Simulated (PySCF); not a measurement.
## Assigning NMR signals

Bonds (- single, = double, # triple, : aromatic): C1-C2 1.497 Å, C2=O3 1.199 Å, C2-C4 1.537 Å, C4-C5 1.515 Å, C5-F6 1.340 Å, C5-F7 1.341 Å, C5-F8 1.343 Å. C1 carries H9, H10, H11; C4 carries H12, H13.

PySCF 2.14 calculation with geometry: GFN2-xTB and shielding tensors at PBE0/pcSseg-1 (GIAO); single conformer, no solvent, fast rotation and ring inversion assumed for equivalent nuclei, non-relativistic.

Scale: TMS for 13C (σ = 186.93 ppm) and 1H (σ = 31.72 ppm) (reference shieldings calculated alike).

(1) Assign these signals to the numbered atoms. 13C{1H} NMR (computed): δ 202.3, 134.1, 53.8, 31.4.

(2) Assign these signals to the numbered atoms. 1H NMR (300 MHz, computed): δ 3.07 (m, 2H), 2.43 (s, 3H).

Results:

(1) 
| δ (ppm) | atoms | environment | reason |
| --- | --- | --- | --- |
| 202.3 | C2 | ketone carbonyl carbon | low-lying n→π* states of the double bond to the heteroatom give a large paramagnetic term (-264 ppm) |
| 134.1 | C5 | CF3 carbon | 3 electronegative neighbours deshield it |
| 53.8 | C4 | sp3 CH2 α to a carbonyl | α to the electron-withdrawing carbonyl group |
| 31.4 | C1 | methyl carbon α to a carbonyl | α to the electron-withdrawing carbonyl group |

(2) 
3.07 → H12/H13, hydrogen on an sp3 CH2 α to a carbonyl: α to C=O
2.43 → H9/H10/H11, hydrogen on a methyl carbon α to a carbonyl: α to C=O

Splittings by 19F in the carbon and heteronuclear signals aren't shown, as no couplings were computed. Shifts are as computed. Against solution values, carbons near 30 ppm lie about +3 ppm off and those near 130 ppm about +5 ppm (rms about the fit 2.1 ppm; single classes can miss by 10 ppm). Of 1328 compounds with measured shifts, 309 miss one by over three times the rms of a fit or turn the order of signals round; such compounds aren't used in these exercises. Signals without a measured value on file couldn't be tested in this way; 1H shifts scatter by 0.2 ppm about their fit, and single ones miss by 0.5 ppm. No couplings were computed; multiplicities are counted from neighbouring protons, with m where these are inequivalent, close in shift, in a saturated or five-membered ring or joined by F or P, and br s for small geminal =CH2 splittings.
